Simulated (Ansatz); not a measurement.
Abridged output of a molecular run in Ansatz:

```
Functional definition: HF
  name "HF"
  cite "Fock, Z. Phys. 61, 126 (1930) doi:10.1007/BF01340294"
  parent pbe
  exchange = exact_x
  correlation = 0
1134 factors; integrals over basis functions are off by at most 1.1e-3 eV
mean field evaluation 1: about -7626.3341 eV, gradient 2.8e1 eV
mean field evaluation 2: about -7626.4166 eV, gradient 2.8e1 eV
mean field evaluation 4: about -7629.1370 eV, gradient 3.2e0 eV
mean field evaluation 8: about -7629.1848 eV, gradient 1.8e-1 eV
mean field evaluation 16: about -7629.0955 eV, gradient 5.5e-1 eV
mean field -7629.18514692 eV, -280.3673829020 hartree, gradient 7.8e-6 eV, S^2 0.000000; 0 other end points of the search recorded, 0 dependent functions left out
7 core orbitals not correlated: weight in the atoms' cores, before any rotation towards them, 1.000 or more for the frozen orbitals, at most 0.000 for the correlated occupied ones
reference -7629.18514692 eV, -280.3673829020 hartree; 15, 15 occupied and 81, 81 virtual orbitals, 1134 factors
second order -11.18730034 eV of doubles, -0.00000000 eV of singles
cycle   1  -12.25936559 eV  change    -1.1e0 eV  update   9.2e-2
cycle   2  -12.71815436 eV  change   -4.6e-1 eV  update   3.0e-2
cycle   3  -12.78120177 eV  change   -6.3e-2 eV  update   1.3e-2
cycle   4  -12.77703592 eV  change    4.2e-3 eV  update   4.5e-3
cycle   5  -12.77605136 eV  change    9.8e-4 eV  update   2.0e-3
cycle   6  -12.77592383 eV  change    1.3e-4 eV  update   8.1e-4
cycle   7  -12.77591609 eV  change    7.7e-6 eV  update   2.9e-4
cycle   8  -12.77598404 eV  change   -6.8e-5 eV  update   1.2e-4
cycle   9  -12.77598554 eV  change   -1.5e-6 eV  update   4.9e-5
cycle  10  -12.77597500 eV  change    1.1e-5 eV  update   2.1e-5
perturbative correction -0.42456960 eV, -0.0156026451 hartree
Total energy: -7642.38569152 eV, -280.8524939683 hartree
```

Its atoms:

Cartesian coordinates in Å:
```
B 1.3241 0.5289 0.8660
B 0.0143 -0.4888 0.9243
C -1.3812 -0.2395 0.4582
In -0.2274 -0.0020 -1.5167
H 1.8866 0.8284 -0.1741
H 1.8860 0.9645 1.8293
H 0.3660 -1.6309 1.1310
H -1.8215 0.7570 0.4465
H -2.1259 -1.0324 0.4610
H 0.5839 -1.2753 -2.3263
H -0.5048 1.5900 -2.0991
```

(1) Which basis set was used?
A. def2-TZVPPD
B. def2-SVP
C. def2-QZVPP
D. def2-SVPD

(2) Write the keys of the input that set method, charge and spin (a neutral closed shell needs none for the last two).

Results:

(1) B. It gives 103 functions.

(2) 
```yaml
correlation: {method: ccsd_t}
```
